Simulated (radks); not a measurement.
Values are calculated unless marked as measured or tabulated.
Effect of the nuclear size on the neon ion Ne7+, [He] 2s1. Level of theory: Dirac Kohn-Sham, LDA (Slater exchange, Perdew-Wang correlation), spin-unpolarised, spherical densities, finite nucleus; Fermi nuclear charge, rms radius 3.0055 fm (a radial shooting solver on a logarithmic mesh with Libxc functionals). The rms radius is varied about that value; shifts are against it.

| rms radius (fm) | total energy shift (eV) | density at nucleus (e/bohr^3) | 1s1/2 shift (meV) |
|---|---|---|---|
| 2.4735 | -0.000381 | 643 | -0.157 |
| 2.7681 | -0.000179 | 642.4 | -0.074 |
| 3.0055 | 0 | 642.1 | 0.000 |
| 3.285 | 0.000229 | 641.7 | 0.095 |
| 3.5315 | 0.000448 | 641.3 | 0.185 |

Slopes of the eigenvalues against <r^2> in GHz/fm^2, as finite differences over the two radii next to the reference (eigenvalue slopes, not the field-shift constants of lines): 1s1/2 13.0.
